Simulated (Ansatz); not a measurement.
Consider the substitution at a C–Al bond: `B[CH2][AlH][GeH3]` + `N=C[SeH]` → `BC/N=C/[SeH]` + `[AlH2][GeH3]`.

Calculated with Ansatz (gas phase, PBE0-D4/def2-TZVP geometries, no zero-point term in ΔE). CBS: MP2 limit from def2 TZ/QZ plus the TZ coupled-cluster correction, frozen cores. Functionals use def2-TZVPP. For Ge, Se outer-core shells are correlated without core-valence functions, which leaves a few kJ/mol of doubt a bond. Scalar relativity is left out up to krypton. One conformer a species, not always the lowest.

| level | ΔE (eV) |
| --- | --- |
| r2SCAN-D4 | 1.10 |
| ωB97M-V | 1.07 |
| HF/def2-TZVPP | 0.84 |
| MP2/def2-TZVPP | 1.08 |
| CCSD/def2-TZVPP | 1.02 |
| CCSD(T)/def2-TZVPP | 1.05 |
| HF/def2-QZVPP | 0.84 |
| SCS-MP2/def2-QZVPP | 1.02 |

Problem. What does CCSD(T)/CBS give? (Estimate.)

Solution. The calculation gave: +1.07 eV. The listed levels differ from it by 0.03, 0.00, -0.23, 0.01, -0.05, -0.02, -0.23, -0.05 eV.

Largest T1 diagnostic among the species: 0.012.

In def2-TZVPP, CCSD(T) changes the Hartree–Fock value by +0.21 eV (the triples alone add +0.03 eV) and MP2 by +0.24 eV.
